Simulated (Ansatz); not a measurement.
```yaml
crystal:
  periodic: [false, false, false]
  atoms:
    - {symbol: C, position_ang: [-0.957421, 1.728504, -0.104895]}
    - {symbol: C, position_ang: [0.368477, 0.686045, 0.689937]}
    - {symbol: Al, position_ang: [0.847888, -1.059996, 0.625945]}
    - {symbol: Al, position_ang: [-0.133507, -2.348216, -1.199245]}
    - {symbol: H, position_ang: [-0.300619, 1.703388, -1.158486]}
    - {symbol: H, position_ang: [-1.184098, 2.526109, 0.044456]}
    - {symbol: H, position_ang: [-1.554223, 0.576299, -0.083172]}
    - {symbol: H, position_ang: [0.928299, 1.703012, 0.959443]}
    - {symbol: H, position_ang: [-0.050407, 1.208000, 2.141853]}
    - {symbol: H, position_ang: [1.919687, -1.428960, 1.600710]}
    - {symbol: H, position_ang: [-1.287282, -3.119719, -1.171628]}
    - {symbol: H, position_ang: [0.569432, -2.308138, -2.837357]}
basis:
  gaussian: {orbitals: pcseg-2}
hamiltonian: {xc: {name: wB97M-V}, pseudopotentials: {relativity: none}}
accuracy: high
scf: {lower_state_search: off}
output: {forces: true}
```

```sh
$ ansatz run in.yaml --threads 2 --pin off --events-out ev --progress --plain --max-ram 4352MiB
```

Output, abridged:

```
Functional definition: wB97M-V
4471 factors; integrals over basis functions are off by at most 1.4e-8 eV
607 factors; integrals over basis functions are off by at most 2.4e-9 eV
mean field evaluation 1: about -15382.7815 eV, gradient 4.4e1 eV
mean field evaluation 2: about -15384.5121 eV, gradient 3.6e1 eV
mean field evaluation 4: about -15387.9549 eV, gradient 2.4e0 eV
mean field evaluation 8: about -15388.0320 eV, gradient 1.3e-1 eV
mean field evaluation 16: about -15388.0322 eV, gradient 4.7e-4 eV
mean field -15388.03218610 eV, -565.4997524562 hartree, gradient 8.3e-8 eV, S^2 0.000000; 0 other end points of the search recorded, 0 dependent functions left out
reference -15388.03219304 eV, -565.4997527114 hartree; 23, 23 occupied and 217, 217 virtual orbitals, 4471 factors
Total energy: -15388.03219304 eV, -565.4997527114 hartree
Atom 0 at    -0.957421     1.728504    -0.104895 Å, force     8.292074   -24.720822    -6.898200 eV/Å
Atom 1 at     0.368477     0.686045     0.689937 Å, force    -2.809510    10.533788     4.564418 eV/Å
Atom 2 at     0.847888    -1.059996     0.625945 Å, force     0.162298    -1.040143    -0.153338 eV/Å
Atom 3 at    -0.133507    -2.348216    -1.199245 Å, force     3.267151     1.496964    -2.514349 eV/Å
Atom 4 at    -0.300619     1.703388    -1.158486 Å, force    -2.393504     0.269168     2.314336 eV/Å
Atom 5 at    -1.184098     2.526109     0.044456 Å, force    -5.134885    16.266649     4.558784 eV/Å
Atom 6 at    -1.554223     0.576299    -0.083172 Å, force     0.164277     4.723763    -0.573063 eV/Å
Atom 7 at     0.928299     1.703012     0.959443 Å, force     0.485279    -2.621266    -0.962546 eV/Å
Atom 8 at    -0.050407     1.208000     2.141853 Å, force     0.792846    -2.314882    -2.990320 eV/Å
Atom 9 at     1.919687    -1.428960     1.600710 Å, force     0.944529    -0.468177     0.869316 eV/Å
Atom 10 at    -1.287282    -3.119719    -1.171628 Å, force    -3.221624    -2.155079     0.170963 eV/Å
Atom 11 at     0.569432    -2.308138    -2.837357 Å, force    -0.548931     0.030035     1.613999 eV/Å
Dipole moment:    -0.021031     0.095048     0.245642 e Å
Checks for a lower state left out: stability, starts, cluster_reference, orbital_swaps, neighbouring_geometries, increment
```

Run time 95 s (2 threads of an Arm Neoverse V1 on a shared host); peak host memory 1.8 GiB.
